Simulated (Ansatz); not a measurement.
Cu₅H₄. Charge 0, multiplicity 2. Geometry B3LYP-D4/def2-SVP; atoms count from 1.

```
atom    x (Å)    y (Å)    z (Å)
 Cu1  -1.6348  -0.4675   0.1763
 Cu2   0.4743  -1.6191   0.2689
 Cu3   1.5982   0.3699  -0.4891
 Cu4   0.2030   0.5025   1.6105
 Cu5  -0.5154   1.5238  -0.5834
  H6   1.0471   1.8373  -0.9761
  H7   1.9997  -1.1869  -0.1557
  H8  -1.1099  -1.9923   0.4844
  H9  -2.0623   1.0323  -0.3359
```

No other spin state of charge 0 was run. The structure comes from a short search, and lower isomers may exist.

Problem. Estimate the Mulliken populations from the PBE0/def2-TZVP orbitals of Ansatz.

Solution. 
```json
{"atom": "Cu1", "charge (e)": "-0.19", "spin (α − β)": "0.05", "d electrons": "9.84"}
{"atom": "Cu2", "charge (e)": "-0.20", "spin (α − β)": "0.05", "d electrons": "9.84"}
{"atom": "Cu3", "charge (e)": "-0.19", "spin (α − β)": "0.05", "d electrons": "9.84"}
{"atom": "Cu4", "charge (e)": "-0.06", "spin (α − β)": "0.70", "d electrons": "9.92"}
{"atom": "Cu5", "charge (e)": "-0.19", "spin (α − β)": "0.05", "d electrons": "9.84"}
{"atom": "H6", "charge (e)": "0.21", "spin (α − β)": "0.02", "d electrons": "–"}
{"atom": "H7", "charge (e)": "0.21", "spin (α − β)": "0.02", "d electrons": "–"}
{"atom": "H8", "charge (e)": "0.21", "spin (α − β)": "0.02", "d electrons": "–"}
{"atom": "H9", "charge (e)": "0.21", "spin (α − β)": "0.02", "d electrons": "–"}
```
Mulliken values and Mayer orders depend strongly on the basis.

Problem. Where does the spin sit?

Solution. Summed by element: Cu 0.92, H 0.08, of 1 unpaired in all. Largest on single atoms: Cu4 0.70, Cu5 0.05, Cu3 0.05.

Problem. And the Mayer bond orders between bonded heavy atoms (over 0.3)?

Solution. Cu1–Cu2 0.45 (2.40 Å); Cu1–Cu5 0.45 (2.41 Å); Cu2–Cu3 0.45 (2.41 Å); Cu3–Cu5 0.45 (2.41 Å).
